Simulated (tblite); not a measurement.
Compound: C8H11FO.
Atom-mapped SMILES: `[CH3:1][O:2][CH2:3][C:4]1=[CH:5][CH:6]=[CH:7][C@:8]1([CH3:9])[F:10]` (hydrogens: H11, H12, H13 on C1; H14, H15 on C3; H16 on C5; H17 on C6; H18 on C7; H19, H20, H21 on C9)

Computed with GFN2-xTB (tblite), gas phase: L-BFGS steps from a force-field or distance-geometry start until the largest atomic force falls under 0.01 eV/Å.

The end geometry, which sets the zero of energy:
```
atom  x, y, z in Å
C1      2.9089   -0.5985   -0.6619
O2      2.4603   -0.0133    0.5370
C3      1.2793    0.7369    0.3930
C4      0.0396   -0.0889    0.2705
C5     -0.1575   -1.3879    0.5264
C6     -1.5359   -1.7464    0.2156
C7     -2.1914   -0.6747   -0.2335
C8     -1.2749    0.5227   -0.1815
C9     -1.7863    1.5730    0.8045
F10    -1.1446    1.1349   -1.4221
H11     3.1697    0.1699   -1.4005
H12     2.1550   -1.2625   -1.0971
H13     3.7977   -1.1726   -0.4078
H14     1.2164    1.3583    1.2955
H15     1.3491    1.4081   -0.4790
H16     0.5754   -2.0815    0.8961
H17    -1.9296   -2.7402    0.3309
H18    -3.2117   -0.5986   -0.5563
H19    -1.0968    2.4133    0.8345
H20    -2.7615    1.9293    0.4811
H21    -1.8699    1.1356    1.7951
```

**Question.** These geometries come from the run, each turned onto the end geometry. Order them by energy, lowest first.
A.
```
atom  x, y, z in Å
C1      2.8932   -0.5982   -0.6573
O2      2.4624   -0.0176    0.5509
C3      1.2867    0.7392    0.4023
C4      0.0458   -0.0859    0.2810
C5     -0.1421   -1.3904    0.5154
C6     -1.5224   -1.7515    0.2129
C7     -2.1839   -0.6784   -0.2224
C8     -1.2711    0.5212   -0.1710
C9     -1.7957    1.5790    0.7976
F10    -1.1326    1.1191   -1.4179
H11     3.1941    0.1761   -1.3740
H12     2.1109   -1.2105   -1.1171
H13     3.7476   -1.2238   -0.4123
H14     1.2239    1.3768    1.2923
H15     1.3652    1.3959   -0.4786
H16     0.5987   -2.0874    0.8632
H17    -1.9146   -2.7467    0.3274
H18    -3.2080   -0.5973   -0.5310
H19    -1.1128    2.4240    0.8190
H20    -2.7744    1.9176    0.4658
H21    -1.8797    1.1557    1.7943
```
B.
```
atom  x, y, z in Å
C1      2.9847   -0.6868   -0.4829
O2      2.4216    0.0013    0.6073
C3      1.2634    0.7340    0.2936
C4      0.0128   -0.0781    0.1840
C5     -0.1842   -1.3925    0.3399
C6     -1.5767   -1.7217    0.0617
C7     -2.2420   -0.6128   -0.2622
C8     -1.3190    0.5784   -0.1538
C9     -1.7793    1.5917    0.9110
F10    -1.2318    1.2502   -1.3714
H11     3.1652   -0.0085   -1.3259
H12     2.3472   -1.5069   -0.8280
H13     3.9336   -1.0879   -0.1315
H14     1.1538    1.4685    1.1016
H15     1.4038    1.3006   -0.6441
H16     0.5547   -2.1236    0.6085
H17    -1.9697   -2.7219    0.0965
H18    -3.2686   -0.5118   -0.5539
H19    -1.9058    2.5598    0.4303
H20    -2.7261    1.2914    1.3529
H21    -1.0463    1.6935    1.7068
```
C.
```
atom  x, y, z in Å
C1      2.8817   -0.6111   -0.6716
O2      2.4496   -0.0464    0.5438
C3      1.2930    0.7445    0.4104
C4      0.0493   -0.0721    0.2857
C5     -0.1235   -1.3780    0.5239
C6     -1.4982   -1.7533    0.2200
C7     -2.1715   -0.6852   -0.2105
C8     -1.2716    0.5249   -0.1639
C9     -1.8167    1.5858    0.7911
F10    -1.1452    1.1228   -1.4146
H11     3.2640    0.1666   -1.3453
H12     2.0721   -1.1507   -1.1735
H13     3.6824   -1.3069   -0.4250
H14     1.2436    1.3576    1.3200
H15     1.3743    1.4193   -0.4588
H16     0.6297   -2.0640    0.8673
H17    -1.8757   -2.7542    0.3257
H18    -3.1953   -0.6150   -0.5215
H19    -1.1492    2.4430    0.8019
H20    -2.7949    1.9079    0.4413
H21    -1.9066    1.1815    1.7942
```
D.
```
atom  x, y, z in Å
C1      2.8817   -0.6189   -0.6881
O2      2.4595   -0.0484    0.5295
C3      1.3033    0.7494    0.4237
C4      0.0492   -0.0570    0.2934
C5     -0.1207   -1.3635    0.5287
C6     -1.4904   -1.7510    0.2235
C7     -2.1708   -0.6906   -0.2146
C8     -1.2761    0.5292   -0.1658
C9     -1.8359    1.5894    0.7833
F10    -1.1398    1.1210   -1.4176
H11     3.3412    0.1354   -1.3383
H12     2.0536   -1.0878   -1.2276
H13     3.6211   -1.3766   -0.4320
H14     1.2726    1.3393    1.3497
H15     1.3852    1.4466   -0.4257
H16     0.6358   -2.0393    0.8802
H17    -1.8546   -2.7560    0.3409
H18    -3.1988   -0.6445   -0.5218
H19    -1.1908    2.4645    0.7888
H20    -2.8249    1.8855    0.4412
H21    -1.9092    1.1902    1.7890
```
E.
```
atom  x, y, z in Å
C1      2.8625   -0.6207   -0.6611
O2      2.4508   -0.0324    0.5536
C3      1.2931    0.7607    0.4146
C4      0.0488   -0.0560    0.2626
C5     -0.1387   -1.3504    0.5514
C6     -1.4976   -1.7431    0.2071
C7     -2.1630   -0.6850   -0.2621
C8     -1.2703    0.5287   -0.2007
C9     -1.7924    1.5590    0.8022
F10    -1.1652    1.1503   -1.4366
H11     3.3955    0.1041   -1.2926
H12     2.0066   -1.0081   -1.2217
H13     3.5285   -1.4442   -0.4168
H14     1.2363    1.3611    1.3320
H15     1.3823    1.4508   -0.4423
H16     0.6011   -2.0054    0.9727
H17    -1.8669   -2.7476    0.3073
H18    -3.1627   -0.6207   -0.6476
H19    -1.3112    2.5196    0.6216
H20    -2.8684    1.6662    0.6805
H21    -1.5776    1.2300    1.8166
```

**Answer.** A (0.004 eV), C (0.009 eV), D (0.016 eV), E (0.049 eV), B (0.124 eV).

In the order of the answer:

```csv
step,E above end (eV),largest force (eV/Å),rms force component (eV/Å),rms distance from end (Å),rms bond change (Å),bond most changed (Å)
101,0.004,0.05,0.018,0.030,0.001,C8–C9 -0.001
95,0.009,0.09,0.022,0.069,0.001,C8–F10 +0.002
87,0.016,0.07,0.022,0.106,0.002,C7–C8 +0.005
73,0.049,0.12,0.047,0.180,0.002,O2–C3 +0.004
22,0.124,0.05,0.021,0.422,0.003,C8–C9 +0.012
```

What follows is the cost of the whole relaxation. Time: 0.74 s. Hardware: one thread, Arm Neoverse V2 (aarch64) (shared host).
